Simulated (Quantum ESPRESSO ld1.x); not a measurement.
Values are calculated unless marked as measured or tabulated.
Neutral barium, 56 electrons, occupied as [Xe] 6s2. Level of theory: Dirac Kohn-Sham, PBEsol, spin-unpolarised, spherical densities, point nucleus (ld1.x of Quantum ESPRESSO 7.5).

Normalised radial functions P(r) = r R(r) (large component), r in bohr:

```
   r/bohr * 5p1/2 (the largest magnitude, 0.838, reaches the edge; | marks zero)
 0.002639                             *
 0.003097                             *
 0.003605                             *
 0.004197                             *
 0.004925                             *
 0.005734                             |*
 0.006729                             |*
 0.007833                             |*
 0.009119                             |*
   0.0107                             |*
  0.01246                             | *
   0.0145                             | *
  0.01702                             |  *
  0.01981                             |  *
  0.02307                             |   *
  0.02707                             |   *
  0.03151                             |    *
  0.03669                             |     *
  0.04305                             |     *
  0.05012                             |     *
  0.05835                             |     *
  0.06847                             |     *
  0.07971                             |   *
   0.0928                             | *
   0.1089                             *
   0.1268                          *  |
   0.1488                       *     |
   0.1732                     *       |
   0.2016                    *        |
   0.2366                     *       |
   0.2754                        *    |
   0.3207                             *
   0.3763                             |     *
   0.4381                             |          *
     0.51                             |             *
   0.5985                             |            *
   0.6967                             |        *
   0.8111                             | *
   0.9518                     *       |
    1.108            *                |
     1.29      *                      |
    1.514  *                          |
    1.762  *                          |
    2.052     *                       |
    2.408          *                  |
    2.803                *            |
    3.289                     *       |
    3.829                        *    |
    4.458                           * |
    5.231                            *|
     6.09                             *
     7.09                             *
     8.32                             *
    9.686                             *
    11.28                             *
    13.23                             *
     15.4                             *
```

5p1/2: eigenvalue -20.182 eV, 3 radial nodes at r = 0.107, 0.325, 0.835 bohr, <r> = 1.86 bohr, 90 % of the charge inside 2.73 bohr.
